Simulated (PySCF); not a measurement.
PySCF input file for C4H6BFO, SMILES C1(=O)CCCB1F, TDA-PBE/def2-SVPD. Coordinates come from a B3LYP-D3(BJ)/def2-SVP optimisation. The structure was generated by enumeration, and PubChem lists no compound with its InChIKey, so it may never have been made. One conformer was computed; it need not be the lowest.

```python
import numpy as np
from pyscf import gto, scf, dft, tdscf

mol = gto.M(
    atom='''
    O     1.96398330    0.89235735   -0.10474783
    C     0.95434797    0.22123682   -0.07032876
    C     0.88432687   -1.28759491    0.18304591
    C    -0.53753286   -1.55892486    0.72125072
    C    -1.48938063   -0.56205109    0.00509778
    B    -0.58955099    0.69271995   -0.24022463
    F    -0.97330518    1.91623566   -0.54917471
    H     1.70322822   -1.63635500    0.83047070
    H     1.01805065   -1.77974287   -0.80040111
    H    -0.84008935   -2.60867134    0.59052194
    H    -0.55755202   -1.35959434    1.80612152
    H    -1.75275888   -0.94980629   -1.00212183
    H    -2.44581180   -0.39040531    0.52269290
    ''',
    basis='def2-SVPD',
    charge=0,
    spin=0,
    max_memory=1600,
    verbose=4,
)
mf = dft.RKS(mol, xc='pbe').density_fit(auxbasis='def2-universal-jkfit')
mf.grids.level = 3
mf.conv_tol = 1e-9
mf.max_cycle = 100
mf.kernel()
mf.grids = dft.Grids(mol).set(level=1).build(with_non0tab=True)  # coarser grid for the response kernel
td = tdscf.TDA(mf)
td.singlet = True
td.nstates = 10
td.conv_tol = 1e-4
td.positive_eig_threshold = 1e-6
td.kernel(x0=td.get_init_guess(mf, 15))
td.analyze()
tt = tdscf.TDA(mf)
tt.singlet = False
tt.nstates = 4
tt.conv_tol = 1e-4
tt.positive_eig_threshold = 1e-6
tt.kernel(x0=tt.get_init_guess(mf, 9))
tt.analyze(verbose=3)
```

Output:

```
PySCF version 2.14.0

[INPUT] verbose = 4
[INPUT] num. atoms = 13
[INPUT] num. electrons = 52
[INPUT] charge = 0
[INPUT] spin (= nelec alpha-beta = 2S) = 0
[INPUT] symmetry False subgroup None
[INPUT] Mole.unit = angstrom
[INPUT] Symbol           X                Y                Z      unit          X                Y                Z       unit  Magmom
[INPUT]  1 O      1.963983300000   0.892357350000  -0.104747830000 AA    3.711390550220   1.686310996743  -0.197944710842 Bohr   0.0
[INPUT]  2 C      0.954347970000   0.221236820000  -0.070328760000 AA    1.803456290835   0.418076998470  -0.132902095080 Bohr   0.0
[INPUT]  3 C      0.884326870000  -1.287594910000   0.183045910000 AA    1.671135588894  -2.433201739284   0.345906638122 Bohr   0.0
[INPUT]  4 C     -0.537532860000  -1.558924860000   0.721250720000 AA   -1.015789888354  -2.945941034176   1.362966327945 Bohr   0.0
[INPUT]  5 C     -1.489380630000  -0.562051090000   0.005097780000 AA   -2.814521485932  -1.062122628113   0.009633408043 Bohr   0.0
[INPUT]  6 B     -0.589550990000   0.692719950000  -0.240224630000 AA   -1.114089907566   1.309050986522  -0.453958759075 Bohr   0.0
[INPUT]  7 F     -0.973305180000   1.916235660000  -0.549174710000 AA   -1.839280225820   3.621160587525  -1.037789796437 Bohr   0.0
[INPUT]  8 H      1.703228220000  -1.636355000000   0.830470700000 AA    3.218634863430  -3.092262792563   1.569362177476 Bohr   0.0
[INPUT]  9 H      1.018050650000  -1.779742870000  -0.800401110000 AA    1.923836909435  -3.363226596447  -1.512538887698 Bohr   0.0
[INPUT] 10 H     -0.840089350000  -2.608671340000   0.590521940000 AA   -1.587538791664  -4.929674381602   1.115924737147 Bohr   0.0
[INPUT] 11 H     -0.557552020000  -1.359594340000   1.806121520000 AA   -1.053620617998  -2.569260943109   3.413075020483 Bohr   0.0
[INPUT] 12 H     -1.752758880000  -0.949806290000  -1.002121830000 AA   -3.312234245599  -1.794873759489  -1.893735802148 Bohr   0.0
[INPUT] 13 H     -2.445811800000  -0.390405310000   0.522692900000 AA   -4.621914454229  -0.737759113476   0.987746428255 Bohr   0.0

nuclear repulsion = 276.388516843078
number of shells = 82
number of NR pGTOs = 276
number of NR cGTOs = 194
basis = def2-SVPD
ecp = {}


******** <class 'pyscf.df.df_jk.DFRKS'> ********
method = DFRKS
initial guess = minao
damping factor = 0
level_shift factor = 0
DIIS = <class 'pyscf.scf.diis.CDIIS'>
diis_start_cycle = 1
diis_space = 8
diis_damp = 0
SCF conv_tol = 1e-09
SCF conv_tol_grad = None
SCF max_cycles = 100
direct_scf = False
XC library pyscf.dft.libxc version 7.1.2
    S. Lehtola, C. Steigemann, M. J. T. Oliveira, and M. A. L. Marques,  SoftwareX 7, 1–5 (2018)
XC functionals = pbe
    J. P. Perdew, K. Burke, and M. Ernzerhof,  Phys. Rev. Lett. 77, 3865 (1996)
    J. P. Perdew, K. Burke, and M. Ernzerhof,  Phys. Rev. Lett. 78, 1396 (1997)
    J. P. Perdew, K. Burke, and M. Ernzerhof,  Phys. Rev. Lett. 77, 3865 (1996)
    J. P. Perdew, K. Burke, and M. Ernzerhof,  Phys. Rev. Lett. 78, 1396 (1997)
radial grids:
    Treutler-Ahlrichs [JCP 102, 346 (1995); DOI:10.1063/1.469408] (M4) radial grids

becke partition: Becke, JCP 88, 2547 (1988); DOI:10.1063/1.454033
pruning grids: <function nwchem_prune>
grids dens level: 3
symmetrized grids: False
atomic radii adjust function: <function treutler_atomic_radii_adjust>
small_rho_cutoff = 0
Set gradient conv threshold to 3.16228e-05
Initial guess from minao.
tot grids = 157712
init E= -355.885450231942
  HOMO = -0.295955296537089  LUMO = -0.176125381932183  gap/eV = 3.26074
cycle= 1 E= -355.167489972784  delta_E= 0.718  |g|= 0.89  |ddm|=  5.6
  HOMO = -0.0609352558714003  LUMO = -0.0396313922101301  gap/eV = 0.57971
cycle= 2 E= -353.076363187815  delta_E= 2.09  |g|= 2.76  |ddm|= 3.98
  HOMO = -0.186589427123516  LUMO = -0.1175286999181  gap/eV = 1.87924
cycle= 3 E= -355.236948092571  delta_E= -2.16  |g|= 0.649  |ddm|= 3.59
  HOMO = -0.192963924314021  LUMO = -0.122507821808296  gap/eV = 1.91721
cycle= 4 E= -355.328882473097  delta_E= -0.0919  |g|= 0.22  |ddm|= 1.04
  HOMO = -0.19510862458219  LUMO = -0.131054728968556  gap/eV = 1.74300
cycle= 5 E= -355.33557022812  delta_E= -0.00669  |g|= 0.0976  |ddm|= 0.397
  HOMO = -0.195086969347537  LUMO = -0.128050937390491  gap/eV = 1.82414
cycle= 6 E= -355.337758900387  delta_E= -0.00219  |g|= 0.0233  |ddm|= 0.192
  HOMO = -0.195459168425977  LUMO = -0.127684126231355  gap/eV = 1.84425
cycle= 7 E= -355.337863727174  delta_E= -0.000105  |g|= 0.00823  |ddm|= 0.0341
  HOMO = -0.195581156097219  LUMO = -0.127759413205514  gap/eV = 1.84552
cycle= 8 E= -355.33787830265  delta_E= -1.46e-05  |g|= 0.0024  |ddm|= 0.0135
  HOMO = -0.195753311976066  LUMO = -0.127893767326471  gap/eV = 1.84655
cycle= 9 E= -355.337879533081  delta_E= -1.23e-06  |g|= 0.000798  |ddm|= 0.00341
  HOMO = -0.195680853861108  LUMO = -0.127845796322914  gap/eV = 1.84589
cycle= 10 E= -355.33787969202  delta_E= -1.59e-07  |g|= 0.000143  |ddm|= 0.00144
  HOMO = -0.19567100034591  LUMO = -0.127841404790185  gap/eV = 1.84574
cycle= 11 E= -355.33787969732  delta_E= -5.3e-09  |g|= 2.86e-05  |ddm|= 0.000344
  HOMO = -0.195673714488588  LUMO = -0.127844579446648  gap/eV = 1.84572
cycle= 12 E= -355.337879697495  delta_E= -1.75e-10  |g|= 1.25e-05  |ddm|= 6.38e-05
  HOMO = -0.195672852161399  LUMO = -0.127842802994795  gap/eV = 1.84575
Extra cycle  E= -355.337879697387  delta_E= 1.07e-10  |g|= 2.59e-05  |ddm|= 5.3e-05
converged SCF energy = -355.337879697387
tot grids = 51216
Overwritten attributes  positive_eig_threshold  of <class 'pyscf.tdscf.rks.TDA'>


******** <class 'pyscf.tdscf.rks.TDA'> for <class 'pyscf.df.df_jk.DFRKS'> ********
nstates = 10 singlet
deg_eia_thresh = 1.000e-03
wfnsym = None
conv_tol = 0.0001
eigh lindep = 1e-12
eigh level_shift = 0
eigh max_cycle = 100


Excitation energies (eV)
[2.1002131  4.86145169 5.05997104 5.25669191 5.44553848 5.52749021
 5.62699865 6.03480057 6.20713549 6.26467188]

** Singlet excitation energies and oscillator strengths **
Excited State   1:      2.10021 eV    590.34 nm  f=0.0001
      26 -> 27       -0.70594
Excited State   2:      4.86145 eV    255.04 nm  f=0.0028
      25 -> 27       -0.69871
Excited State   3:      5.05997 eV    245.03 nm  f=0.0017
      24 -> 27        0.10978
      26 -> 28       -0.69659
Excited State   4:      5.25669 eV    235.86 nm  f=0.0293
      22 -> 27       -0.14490
      23 -> 27       -0.16200
      24 -> 27        0.63504
      26 -> 28        0.10527
      26 -> 30       -0.12441
Excited State   5:      5.44554 eV    227.68 nm  f=0.0030
      23 -> 27       -0.21184
      26 -> 29        0.67132
Excited State   6:      5.52749 eV    224.30 nm  f=0.0099
      23 -> 27        0.64312
      24 -> 27        0.13186
      26 -> 29        0.20585
      26 -> 30       -0.10616
Excited State   7:      5.62700 eV    220.34 nm  f=0.0066
      24 -> 27        0.11730
      26 -> 30        0.68536
Excited State   8:      6.03480 eV    205.45 nm  f=0.0302
      26 -> 31       -0.70413
Excited State   9:      6.20714 eV    199.74 nm  f=0.0094
      26 -> 32       -0.69989
Excited State  10:      6.26467 eV    197.91 nm  f=0.0102
      21 -> 27        0.55645
      22 -> 27       -0.40993

** Transition electric dipole moments (AU) **
state          X           Y           Z        Dip. S.      Osc.
  1         0.0018     -0.0236     -0.0343      0.0017      0.0001
  2         0.0666      0.0278      0.1352      0.0235      0.0028
  3        -0.0993     -0.0497     -0.0358      0.0136      0.0017
  4         0.2600      0.3995     -0.0252      0.2278      0.0293
  5        -0.1140      0.0330      0.0929      0.0227      0.0030
  6         0.2434      0.1130     -0.0288      0.0729      0.0099
  7        -0.0122      0.2023     -0.0815      0.0477      0.0066
  8         0.3694     -0.2568     -0.0445      0.2043      0.0302
  9        -0.1088      0.0064     -0.2241      0.0621      0.0094
 10        -0.1082     -0.2221      0.0718      0.0662      0.0102

** Transition velocity dipole moments (imaginary part, AU) **
state          X           Y           Z        Dip. S.      Osc.
  1        -0.0027      0.0103      0.0270      0.0008      0.0073
  2         0.0046     -0.0100     -0.0224      0.0006      0.0023
  3        -0.0120     -0.0199      0.0018      0.0005      0.0019
  4         0.0049     -0.0063     -0.0202      0.0005      0.0016
  5        -0.0048     -0.0003     -0.0043      0.0000      0.0001
  6         0.0047      0.0042      0.0079      0.0001      0.0003
  7        -0.0228     -0.0007     -0.0084      0.0006      0.0019
  8         0.0720     -0.0466      0.0020      0.0074      0.0221
  9        -0.0220      0.0050     -0.0271      0.0012      0.0036
 10        -0.0024     -0.0165     -0.0153      0.0005      0.0015

** Transition magnetic dipole moments (imaginary part, AU) **
state          X           Y           Z
  1         0.7052      0.1481      0.0403
  2        -0.0391     -0.2970      0.1877
  3         0.0835     -0.0175      0.0240
  4        -0.4199      0.0600      0.0723
  5         0.4628      0.7109      0.0345
  6         0.1690      0.6246     -0.0324
  7        -0.2070     -0.0078     -0.0140
  8         0.0917      0.1739      0.6412
  9         0.2585      0.0688     -0.2653
 10         0.1538     -0.0375      0.0079


******** <class 'pyscf.tdscf.rks.TDA'> for <class 'pyscf.df.df_jk.DFRKS'> ********
nstates = 4 triplet
deg_eia_thresh = 1.000e-03
wfnsym = None
conv_tol = 0.0001
eigh lindep = 1e-12
eigh level_shift = 0
eigh max_cycle = 100


Excitation energies (eV)
[1.49931474 4.51997545 4.64190863 4.98518411]

** Triplet excitation energies and oscillator strengths **
Excited State   1:      1.49931 eV    826.94 nm  f=0.0000
Excited State   2:      4.51998 eV    274.30 nm  f=0.0000
Excited State   3:      4.64191 eV    267.10 nm  f=0.0000
Excited State   4:      4.98518 eV    248.71 nm  f=0.0000
```

The run converged.
